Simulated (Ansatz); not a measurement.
Two isomers of C2H8FNSi: A = `C[SiH2]C(N)F`, B = `C[SiH](F)CN`.

Computed with Ansatz on PBE0-D4/def2-TZVP structures; ΔE is electronic, products minus reactants. CCSD(T)/CBS is the MP2 limit (def2-TZVPP, def2-QZVPP) plus CCSD(T) − MP2 in def2-TZVPP, frozen cores. DFT in def2-TZVPP. B3LYP here is the variant with VWN-RPA as its local correlation; programs differ in this. One conformer a species, not always the lowest.

Question: Which is lower in electronic energy at CCSD(T)/CBS, and by how much? (Best estimate.)

Answer: The calculation gave: B, by 200.3 kJ/mol.

Question: Give E(B) − E(A) in kJ/mol with ωB97M-V, B3LYP, PBE0-D4, HF/def2-TZVPP, B3LYP-D4, CCSD(T)/def2-TZVPP, r2SCAN-D4. (An estimate is asked.)

Answer: Computed: ωB97M-V -192.1, B3LYP -188.5, PBE0-D4 -186.4, HF/def2-TZVPP -202.6, B3LYP-D4 -188.0, CCSD(T)/def2-TZVPP -196.3, r2SCAN-D4 -189.0. None reverses the order clearly.

Largest T1 diagnostic: 0.011.

From PBE to PBE0 (25 % exact exchange), in def2-TZVPP and without D4, E(B) − E(A) moves by −10.0 kJ/mol.
